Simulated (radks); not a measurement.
Numerical settings for the xenon ion Xe32+, [Ar] 3d4. Method: scalar-relativistic Kohn-Sham, PBE, spin-polarised, spherical densities, point nucleus; open shells are filled with parallel spins first (spin-orbit coupling, left out, can overturn this in heavy ions); computed with a radial shooting solver on a logarithmic mesh with Libxc functionals. The defaults (mesh step 0.008 in ln r, mesh end at 40 bohr or more with all orbitals vanishing there, Anderson mixing 0.5 over 9 steps, residual threshold near 1e-9 with the energy settled to 1e-9 hartree or 1e-11 of itself, here a cap of 90 iterations) give E = -6741.0162 hartree and 3d at -1978.1 eV in 14 iterations. Run on one thread of a shared host, so times are rough (Arm Neoverse V1): 0.14 s of CPU time, 0.14 s wall, 14 iterations on 2476 mesh points. Changes against that run (0 stands for a change within the tolerance of the run):

| setting | iterations | converged | E (mhartree) | e(3d) (meV) | CPU (s) |
|---|---|---|---|---|---|
| mesh step in ln r 0.08 | 2 | no | diverged | - | 0.01 |
| mesh step in ln r 0.005 | 14 | yes | 0 | 0 | 0.22 |
| mesh step in ln r 0.02 | 14 | yes | +0.000213 | 0 | 0.06 |
| mesh end (bohr) 5 | 14 | yes | 0 | 0 | 0.14 |
| mesh end (bohr) 1 | 14 | yes | +6.7 | +61.2 | 0.13 |
| residual threshold 1e-05 | 9 | yes | +0.00046 | +0.546 | 0.1 |
| residual threshold 1e-16 | 90 | no | 0 | 0 | 0.42 |
| mixing 1 | 9 | yes | 0 | 0 | 0.1 |
| linear mixing, mixing 0.2 | 90 | no | 0 | 0 | 0.71 |
| linear mixing, mixing 0.8 | 15 | yes | 0 | 0 | 0.14 |
| mixing history 2 | 21 | yes | 0 | 0 | 0.19 |
| iteration cap 2 | 2 | no | +1.55e+04 | -5.78e+05 | 0.03 |

Settings that end as converged yet miss the energy by more than 1 mhartree: mesh end (bohr) 1 (+0.0067 hartree). A mesh that ends early acts as a hard wall.
